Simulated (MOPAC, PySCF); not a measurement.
AlCl₂F, SMILES `[Cl][Al]([Cl])[F]`, neutral singlet in the gas phase. 

Z-matrix (Å, degrees):
```
Al
F 1 1.6382
Cl 1 2.0632 2 119.32
Cl 1 2.0632 2 119.32 3 -180.00
```
Charge 0, spin multiplicity 1.

All levels are single points at this geometry (ωB97X-D3(BJ)/def2-TZVP); Pople sets use spherical d functions. Orbital energies aren't observables, and empty levels follow the basis.

PM6 in MOPAC gives dipole (D) = 0.17.

Q: Estimate the dipole (D) from each of these levels: PBE-D3(BJ)/def2-TZVP in PySCF; ωB97X-D3(BJ)/def2-TZVP in PySCF; M06-2X/6-31G* in PySCF; HF/3-21G in PySCF; PM7 in MOPAC.

A: 
```
level                            dipole (D)
-------------------------------  ----------
PBE-D3(BJ)/def2-TZVP in PySCF          0.48
ωB97X-D3(BJ)/def2-TZVP in PySCF        0.42
M06-2X/6-31G* in PySCF                 0.15
HF/3-21G in PySCF                      0.36
PM7 in MOPAC                           0.33
```
